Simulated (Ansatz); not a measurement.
MoO₅H₄. Total charge 0; singlet. Geometry PBE-D4/def2-SVP, basis def2-TZVP, Ansatz.

```
atom    x (Å)    y (Å)    z (Å)
 Mo1   0.1579   0.3576  -0.1406
  O2   1.3864   1.0702   1.1219
  O3   1.2374  -1.2898   0.0131
  O4   0.3329   1.3818  -1.4671
  O5  -1.5442  -0.5088  -0.2615
  O6   0.6331  -1.6013  -1.2790
  H7  -2.3158  -0.2594   0.2763
  H8  -0.8258   1.2969   0.8917
  H9  -0.1914  -2.0884  -1.0207
 H10   1.1298   1.6411   1.8658
```

```tsv
run	HOMO (eV)	LUMO (eV)
A	-7.48	-3.85
B	-8.66	-3.14
C	-11.00	-1.00
D	-7.13	-3.82
```

In the def2 sets Mo takes a core potential; there is no spin–orbit coupling. The structure holds one bond between oxygen atoms, so isomers without such links may lie far lower. The structure comes from a short search, and lower isomers may exist.

Problem. The runs used PBE, PBE0, r2SCAN, ωB97M-V. Estimate which is which.

Solution. A r2SCAN (0 % exact exchange); B PBE0 (25 % exact exchange); C ωB97M-V (range-separated); D PBE (0 % exact exchange). Exact exchange lowers occupied and raises empty levels; among semilocal functionals meta-GGAs tend to open the gap a little, and such runs are hard to tell apart. The gap grows from 3.31 eV (PBE) to 10.00 eV (ωB97M-V).
